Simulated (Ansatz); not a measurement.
```yaml
crystal:
  periodic: [false, false, false]
  atoms:
    - {symbol: F, position_ang: [-1.175267, 1.373864, -0.746612]}
    - {symbol: C, position_ang: [-0.559500, 0.135560, -0.840887]}
    - {symbol: Ge, position_ang: [0.561883, -0.194622, 0.750993]}
    - {symbol: H, position_ang: [0.047571, 0.121887, -1.750373]}
    - {symbol: H, position_ang: [-1.336427, -0.628728, -0.931062]}
    - {symbol: H, position_ang: [-0.313268, -0.173341, 2.012016]}
    - {symbol: H, position_ang: [1.219151, -1.577516, 0.599631]}
    - {symbol: H, position_ang: [1.647858, 0.885797, 0.850494]}
basis:
  gaussian: {orbitals: "6-311G**", fitting: {mean_field: cc-pVTZ-jkfit}}
hamiltonian: {xc: {name: r2SCAN0}}
output: {forces: true}
```

```sh
$ ansatz run in.yaml --threads 2 --pin off --events-out ev --progress --plain --max-ram 4352MiB
```

How does Ansatz answer? (Best estimate.)

The calculation gave: The input was rejected before any iteration.
```
Error: <dir> can't be read: No such file or directory (os error 2)
```
